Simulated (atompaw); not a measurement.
What one change does to a pseudopotential (Pr (Z = 59), PAW (atompaw))

```
Element                 : Pr (Z = 59)
Generator               : atompaw 4.2.0.5
Type                    : PAW
Functional              : PBEsol
Relativity              : scalar-relativistic
Frozen core             : [Kr] 4d10
Valence charge          : 13
Reference configuration : 4f3 5s2 5p6 5d0 6s2 6p0
Partial waves           : 5s (bound): rc 2.15 bohr; 6s (bound): rc 3.00 bohr; 5p (bound): rc 2.85 bohr; 6p (bound, empty): rc 3.00 bohr; 5d (bound, empty): rc 3.00 bohr; 5d channel at 0.25 Ry: rc 3.00 bohr; 4f (bound): rc 2.00 bohr; 4f channel at 0.45 Ry: rc 2.00 bohr
Local potential         : bessel scheme, radius 2.80 bohr
Core correction         : smooth core density matched at 2.00 bohr
Augmentation charge     : sinc compensation charge, radius 2.70 bohr; PAW radius 3.00 bohr; waves and projectors: custom rrkj vanderbiltortho
```

Change: all radii scaled by about 0.86 (s 1.84, p 2.44, d 2.56, f 1.72 bohr); local potential bessel scheme, radius 2.40 bohr; augmentation sinc compensation charge, radius 2.32 bohr; PAW radius 2.56 bohr; waves and projectors: custom rrkj vanderbiltortho; core correction smooth core density matched at 1.72 bohr.

Cutoffs: the cutoffs (Ry, on a coarse ladder) from which the occupation-weighted sum of valence levels, in a spherical-Bessel basis at the reference potential, stays within 10 and 1 mRy of its value at 400 Ry; they do not see the model core or the augmentation charge, which bear on the density cutoff.

Problem. What does the change do?

Solution. The potential gets harder (30 Ry and 50 Ry → 45 Ry and 70 Ry); neither file shows a bound ghost. A smaller radius makes the pseudo-wave follow the all-electron one further in, where it bends more sharply, so more plane waves are needed.

```tsv
quantity	base	changed
cutoff, loose	30 Ry	45 Ry
cutoff, tight	50 Ry	70 Ry
loose cutoff by channel (10 mRy a level)	s 10 Ry, p 8 Ry, f 30 Ry	s 8 Ry, p 10 Ry, f 40 Ry
bound ghosts	none	none
lowest overlap eigenvalue by channel	s 0.08, p 0.09, d 0.83, f 0.87	s 0.03, p 0.17, d 0.94, f 1.00
```

 The cutoffs see the waves, projectors and local potential, not the compensation charge or the core.
